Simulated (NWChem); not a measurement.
Molecule: C$_{2}$H$_{5}$BF$_{2}$O; SMILES FCB(O)CF

```xyz
11

O      1.3530    -0.0457    -0.0061
B      0.0129     0.0203    -0.0028
C     -0.7191     1.4195     0.0022
F      0.1433     2.4870     0.0061
C     -0.7960    -1.3494    -0.0103
F      0.1055    -2.4073     0.0128
H      1.6370    -0.9723    -0.0105
H     -1.3886     1.4914     0.8829
H     -1.3864     1.4951    -0.8797
H     -1.4294    -1.4470    -0.9111
H     -1.4705    -1.4418     0.8603
```
Atoms are numbered in this order, from 1.

Computed with NWChem. Medium grid unless said otherwise, to which SCAN and Minnesota functionals are sensitive. All runs use the structure optimised with PBE0/def2-SVP. B3LYP is NWChem's, with the RPA form of VWN correlation.

**Question.** Order these by “dipole (D)”, lowest first: PW6B95/def2-TZVP; BLYP/def2-TZVP; r2SCAN/def2-TZVP; CAM-B3LYP/def2-TZVP.

**Answer.** BLYP/def2-TZVP (2.50), r2SCAN/def2-TZVP (2.57), PW6B95/def2-TZVP (2.67), CAM-B3LYP/def2-TZVP (2.76)
